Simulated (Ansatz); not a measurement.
Program: Ansatz. Geometries: PBE0-D4/def2-TZVP. ΔE: electronic, gas phase. CCSD(T)/CBS adds triple-zeta CCSD(T) − MP2 to the extrapolated MP2 energy (def2 sets, frozen cores). Functionals use def2-TZVPP. B3LYP here is the variant with VWN-RPA as its local correlation; programs differ in this. Each species was taken in one conformer, which may not be the lowest.

Reaction (ligand exchange at a P–N bond): `CCN([SiH3])P` + `O[SiH2]O` → `O[SiH2]OP` + `CCN[SiH3]`

CCSD(T)/CBS gives +0.06 eV.

Question: Another level gave +0.06 eV. Which?
A. CCSD(T)/def2-TZVPP
B. MP2/def2-TZVPP
C. r2SCAN-D4/def2-TZVPP
D. B3LYP/def2-TZVPP

Answer: A. CCSD(T)/def2-TZVPP 0.06, r2SCAN-D4 0.02, B3LYP -0.09, MP2/def2-TZVPP 0.12 eV.

Largest T1 diagnostic among the species: 0.013.

In def2-TZVPP, CCSD(T) changes the Hartree–Fock value by +0.24 eV (the triples alone add +0.04 eV) and MP2 by +0.29 eV. The D4 term adds +0.10 eV with B3LYP and +0.05 eV with PBE0; it sums over pairs of atoms, weighted by their polarisabilities, and B3LYP, whose exchange is more repulsive, gets the larger term.
